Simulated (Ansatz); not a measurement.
Start from `C=C(O)CO` and change one atom or group to get `C=[C](O)[GaH2]`.

Ansatz, PBE0-D4/def2-TZVP geometries, multiplicity 1. Each molecule was computed in one conformer, which needn't be the lowest.

Scalar relativity is left out up to krypton.

| property | `C=C(O)CO` |
| --- | --- |
| HOMO–LUMO gap (PBE/def2-TZVPP) / eV | 4.88 |
| HOMO–LUMO gap (PBE0/def2-TZVPP) / eV | 7.05 |
| HOMO–LUMO gap (B3LYP/def2-TZVPP) / eV | 6.52 |
| HOMO energy (B3LYP/def2-TZVPP) / eV | -6.50 |
| size of the dipole moment (B3LYP/def2-TZVPP) / D | 1.70 |
| LUMO energy (PBE0/def2-TZVPP) / eV | 0.34 |

(1) What does the change do to each property? (Estimate.)

Answers

(1) Computed: 
| property | `C=[C](O)[GaH2]` | shift |
| --- | --- | --- |
| HOMO–LUMO gap (PBE/def2-TZVPP) / eV | 3.09 | -1.79 |
| HOMO–LUMO gap (PBE0/def2-TZVPP) / eV | 5.01 | -2.04 |
| HOMO–LUMO gap (B3LYP/def2-TZVPP) / eV | 4.53 | -1.99 |
| HOMO energy (B3LYP/def2-TZVPP) / eV | -6.67 | -0.17 |
| size of the dipole moment (B3LYP/def2-TZVPP) / D | 1.04 | -0.66 |
| LUMO energy (PBE0/def2-TZVPP) / eV | -1.87 | -2.21 |

With PBE0 the HOMO falls by 0.17 eV and the LUMO falls by 2.21 eV, so the gap narrows by about 2.04 eV. PBE moves the HOMO by -0.24 eV and ωB97M-V by -0.12 eV. Dipoles are sizes alone; their direction can turn.

B3LYP here is the variant with VWN-RPA as its local correlation; programs differ in this.
